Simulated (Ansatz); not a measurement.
WO(OH)4 in a box, plane waves

Ansatz 0.2.0, DFT PBE, scalar-relativistic, plane waves, PAW, molecule in a box. The geometry was relaxed with Gaussian bases (BP86; W def2-SVP with ECP60, O def2-SVP, H def2-SVP).

```yaml
crystal:
  lattice:
    - [14.02, 0.0, 0.0]
    - [0.0, 14.02, 0.0]
    - [0.0, 0.0, 11.27]
  atoms:
    - { symbol: W, position: [0.4999622, 0.4999622, 0.4482795] }
    - { symbol: O, position: [0.4999622, 0.4999622, 0.60089175] }
    - { symbol: O, position: [0.63059914, 0.5187097, 0.39929015] }
    - { symbol: H, position: [0.67895435, 0.47182668, 0.42172582] }
    - { symbol: O, position: [0.48121469, 0.63059914, 0.39929015] }
    - { symbol: H, position: [0.52809772, 0.67895435, 0.42172582] }
    - { symbol: O, position: [0.36932525, 0.48121469, 0.39929015] }
    - { symbol: H, position: [0.32097004, 0.52809772, 0.42172582] }
    - { symbol: O, position: [0.5187097, 0.36932525, 0.39929015] }
    - { symbol: H, position: [0.47182668, 0.32097004, 0.42172582] }
basis:
  ecutwfc: 420
  ecutrho_ratio: 4
kpoints:
  mp_grid: { grid: [1, 1, 1] }
hamiltonian:
  xc: pbe
scf:
  occupations: { method: gaussian, width: 0.01 }
output:
  forces: true
  eigenvalues: true
  populations: true
```

Command:
```sh
ansatz run input.yaml --threads 2 --pin off --max-ram 5120MiB --backend cpu --events-out ev --progress --plain --runs-dir out
```
It took 6.2 s on 2 threads of Arm Neoverse V1, on a shared host, peak memory 1.1 GiB.

Question: How does the SCF go?

Answer: 
```
SCF iter   1: F=—  HF=-13285.959870 eV  |F-HF|=—  |Δ(HF+E_count)|=         —  Δρ=1.90e-3
preconditioner: auto → Resta (q_TF=auto, 1.441 Å⁻¹)  ε∞=1.2  [insulator: Δε(μ)=3.873 eV  Ē_g=8.844 eV  σ=0.010 eV  W_gap=1.00  n_s
SCF iter   2: F=—  HF=-13285.988579 eV  |F-HF|=—  |Δ(HF+E_count)|=   2.87e-2  Δρ=2.98e-3
SCF iter   3: F=—  HF=-13285.948617 eV  |F-HF|=—  |Δ(HF+E_count)|=   4.00e-2  Δρ=7.10e-4
SCF iter   4: F=—  HF=-13285.951627 eV  |F-HF|=—  |Δ(HF+E_count)|=   3.01e-3  Δρ=3.40e-4
SCF iter   5: F=—  HF=-13285.951812 eV  |F-HF|=—  |Δ(HF+E_count)|=   1.85e-4  Δρ=7.55e-5
SCF iter   6: F=—  HF=-13285.951839 eV  |F-HF|=—  |Δ(HF+E_count)|=   2.65e-5  Δρ=3.82e-5
SCF iter   7: F=—  HF=-13285.951893 eV  |F-HF|=—  |Δ(HF+E_count)|=   5.45e-5  Δρ=8.64e-6
SCF iter   8: F=-13285.951895 eV  HF=-13285.951895 eV  |F-HF|=1.11e-7  |Δ(HF+E_count)|=   2.07e-6  Δρ=2.45e-6
```

Question: Which levels lie next to the highest filled one (eV, counted from it)?

Answer: Filled: -2.53, -1.91, -1.91, -1.11, -0.47, -0.47, -0.42, -0.05, 0.00, 0.00. Empty: 3.71, 5.55, 5.55, 6.42, 7.14, 7.39, 7.39, 7.48.

Question: What forces are left at this geometry, relaxed with Gaussian bases (eV/Å)?

Answer: 
```
W    0.00  0.00  0.48
O    0.00  0.00 -0.63
O    0.02 -0.20  0.10
H   -0.27  0.19 -0.06
O    0.20  0.02  0.10
H   -0.19 -0.27 -0.06
O   -0.02  0.20  0.10
H    0.27 -0.19 -0.06
O   -0.20 -0.02  0.10
H    0.19  0.27 -0.06
```

The highest of the empty levels listed lie near the vacuum level and may be states of the box.

The Gaussian-basis geometry is a saddle point of its own level.

The forces come from the other functional as well as from the basis.

No other spin state of this charge was computed.
